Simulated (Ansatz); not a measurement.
`[F][Ga]([F])[SH]` and `[F][In]([F])[SH]` differ in one element.

Ansatz, PBE0-D4/def2-TZVP geometries, multiplicity 1. Each molecule was computed in one conformer, which needn't be the lowest.

Elements past krypton have def2 core potentials. Scalar relativity is left out up to krypton.

```json
{"property": "HOMO energy (PBE/def2-TZVPP) / eV", "`[F][Ga]([F])[SH]`": "-7.34"}
{"property": "LUMO energy (PBE0/def2-TZVPP) / eV", "`[F][Ga]([F])[SH]`": "-1.66"}
{"property": "HOMO–LUMO gap (B3LYP/def2-TZVPP) / eV", "`[F][Ga]([F])[SH]`": "6.34"}
{"property": "size of the dipole moment (B3LYP/def2-TZVPP) / D", "`[F][Ga]([F])[SH]`": "2.30"}
{"property": "LUMO energy (ωB97M-V/def2-TZVPP) / eV", "`[F][Ga]([F])[SH]`": "0.26"}
{"property": "ideal-gas entropy at 298 K and 1 bar (rigid rotor, harmonic PBE0-D4/def2-TZVP) / J/(mol·K)", "`[F][Ga]([F])[SH]`": "328"}
```

Task: Give the same properties after the change, and the shifts. (Best estimate.)

Result: Ansatz gave: 
```tsv
property	`[F][In]([F])[SH]`	shift
HOMO energy (PBE/def2-TZVPP) / eV	-7.29	0.05
LUMO energy (PBE0/def2-TZVPP) / eV	-2.65	-0.99
HOMO–LUMO gap (B3LYP/def2-TZVPP) / eV	5.32	-1.02
size of the dipole moment (B3LYP/def2-TZVPP) / D	2.85	0.55
LUMO energy (ωB97M-V/def2-TZVPP) / eV	-0.69	-0.95
ideal-gas entropy at 298 K and 1 bar (rigid rotor, harmonic PBE0-D4/def2-TZVP) / J/(mol·K)	346	18
```

With PBE0 the HOMO rises by 0.06 eV and the LUMO falls by 0.99 eV, so the gap narrows by about 1.05 eV. PBE moves the HOMO by 0.05 eV and ωB97M-V by 0.06 eV. Dipoles are sizes alone; their direction can turn.

B3LYP here is the variant with VWN-RPA as its local correlation; programs differ in this.
